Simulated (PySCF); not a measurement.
Ge(H)2(Et)(NH2) (C2H9GeN), SMILES C[CH2][GeH2][NH2]. The structure is a stationary point at PBE-D3(BJ)/def2-SVP. One conformer was computed; it need not be the lowest.

Give the equilibrium geometry at PBE-D3(BJ)/def2-SVP (PySCF confirms it by a frequency run) as bond lengths and angles. (Estimate from the structure and the level; the computed values follow.)

Several could match; the one computed here: 
Atoms: Ge1 N2 C3 C4 H5 H6 H7 H8 H9 H10 H11 H12 H13. Bonds (Å): Ge1–N2 1.867, Ge1–C3 1.971, Ge1–H5 1.554, Ge1–H6 1.568, N2–H7 1.028, N2–H8 1.027, C3–C4 1.532, C3–H9 1.110, C3–H10 1.111, C4–H11 1.110, C4–H12 1.110, C4–H13 1.110. Angles (°): N2–Ge1–C3 106.7, N2–Ge1–H5 105.8, N2–Ge1–H6 114.0, C3–Ge1–H5 112.0, C3–Ge1–H6 109.4, H5–Ge1–H6 109.0, Ge1–N2–H7 112.2, Ge1–N2–H8 111.9, H7–N2–H8 106.4, Ge1–C3–C4 112.8, Ge1–C3–H9 106.8, Ge1–C3–H10 108.0, C4–C3–H9 110.8, C4–C3–H10 111.3, H9–C3–H10 106.8, C3–C4–H11 111.9, C3–C4–H12 111.9, C3–C4–H13 111.1, H11–C4–H12 107.1, H11–C4–H13 107.5, H12–C4–H13 107.1.
